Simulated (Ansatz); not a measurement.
Two isomers of C3H8BN: A = `NCC1BC1`, B = `BNCC=C`.

Isolated molecules relaxed with PBE0-D4/def2-TZVP in Ansatz; ΔE leaves out vibrations. CBS: MP2 limit from def2 TZ/QZ plus the TZ coupled-cluster correction, frozen cores. Functionals use def2-TZVPP. Each species was taken in one conformer, which may not be the lowest.

(1) Which is lower in electronic energy at CCSD(T)/CBS, and by how much? (Best estimate.)

(2) Give E(B) − E(A) in kcal/mol with PBE-D4, CCSD(T)/def2-TZVPP, B2PLYP, PBE0-D4, ωB97M-V, CCSD/def2-TZVPP, MP2/def2-TZVPP. (An estimate is asked.)

Largest T1 diagnostic: 0.012.

## Answers

(1) Ansatz gave: B, by 46.3 kcal/mol.

(2) Computed: PBE-D4 -42.8, CCSD(T)/def2-TZVPP -47.2, B2PLYP -47.7, PBE0-D4 -41.6, ωB97M-V -44.0, CCSD/def2-TZVPP -46.7, MP2/def2-TZVPP -45.0. None reverses the order clearly.

In def2-TZVPP, CCSD(T) changes the Hartree–Fock value by +2.6 kcal/mol (the triples alone add −0.5 kcal/mol) and MP2 by +4.8 kcal/mol. From PBE to PBE0 (25 % exact exchange), in def2-TZVPP and without D4, E(B) − E(A) moves by +1.2 kcal/mol.
